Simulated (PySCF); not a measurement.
## Removing an electron from `C=CCN([SiH3])[SiH3]`

Species: C3H11NSi2.
Geometry (PBE0-D3(BJ)/def2-SVP, Å), atoms numbered from 1 in this order:
```xyz
17
C3H11NSi2 angstrom
C      2.485   -1.070   -0.340
C      1.652   -0.083   -0.011
C      0.452    0.324   -0.815
N     -0.797    0.253   -0.051
Si    -1.346   -1.336    0.436
Si    -1.503    1.755    0.484
H      3.343   -1.332    0.286
H      2.340   -1.655   -1.254
H      1.811    0.479    0.918
H      0.592    1.358   -1.181
H      0.383   -0.309   -1.719
H     -2.784   -1.224    0.816
H     -0.595   -1.914    1.595
H     -1.179   -2.266   -0.724
H     -1.595    2.700   -0.672
H     -0.694    2.440    1.545
H     -2.859    1.467    1.034
```

Level: wB97X-D/def2-SVPD (PySCF). Frontier orbitals with their largest atomic shares (Löwdin; up to four atoms above 4 %):

```json
{"orbital": "HOMO−3", "ε (eV)": "-11.48", "main atoms": "Si5 24 %, H14 15 %, Si6 13 %, H13 11 %"}
{"orbital": "HOMO−2", "ε (eV)": "-11.24", "main atoms": "Si5 24 %, Si6 19 %, H12 16 %, H17 13 %"}
{"orbital": "HOMO−1", "ε (eV)": "-9.75", "main atoms": "C1 35 %, C2 34 %, C3 8 %, N4 4 %"}
{"orbital": "HOMO", "ε (eV)": "-8.88", "main atoms": "?"}
{"orbital": "LUMO", "ε (eV)": "1.55", "main atoms": "C1 23 %, C2 19 %, Si6 10 %, Si5 8 %"}
{"orbital": "LUMO+1", "ε (eV)": "2.02", "main atoms": "Si6 24 %, Si5 20 %, C2 9 %, C1 8 %"}
{"orbital": "LUMO+2", "ε (eV)": "2.23", "main atoms": "Si6 26 %, Si5 15 %, C2 9 %, H16 8 %"}
```

**Question.** What vertical ionisation energy does ΔSCF give, and how far is −ε(HOMO) from it?

**Answer.** ΔSCF: 8.85 eV (854 kJ/mol; threshold wavelength 140 nm); ⟨S²⟩ of the doublet left behind is 0.757, against 0.75 for a pure doublet. −ε(HOMO) is 8.88 eV, 0.03 eV above it. In exact Kohn–Sham theory the two would be equal; wB97X-D (range-separated hybrid) comes within 0.03 eV of that here.

**Question.** On which atoms does the HOMO lie?

**Answer.** N4 (nitrogen bridging silicon atoms) 49 %, Si6 (SiH3 silicon) 8 %, Si5 (SiH3 silicon) 7 %, C2 (alkene CH carbon) 6 %. The HOMO−1 lies 0.87 eV lower.

**Question.** How many of the 10 lowest singlet excitations (vertical TDDFT, same level) lie below the ionisation energy?

**Answer.** All 10; they run from 6.05 to 7.96 eV.

**Question.** What total energies stand behind the ΔSCF value?

**Answer.** E(N) = -754.30427 Eh and E(N − 1) = -753.97897 Eh at the same geometry, 0.32530 Eh apart.

**Question.** Shift the occupied levels rigidly so that −ε(HOMO) equals the ΔSCF value. What binding energies result?

**Answer.** The shift is -0.03 eV: HOMO 8.85, HOMO−1 9.72, HOMO−2 11.21, HOMO−3 11.45 eV. A rigid shift is only a rough guide to the deeper ionisations.

**Question.** What kinetic energy would electrons from this vertical process carry with Lyman-α light (10.199 eV)?

**Answer.** 10.20 − 8.85 = 1.35 eV.

Geometry: PBE0-D3(BJ)/def2-SVP, one conformer, isolated molecule.

Note: wB97X-D ran without an empirical dispersion term, which enters the total energy and its gradient alone.
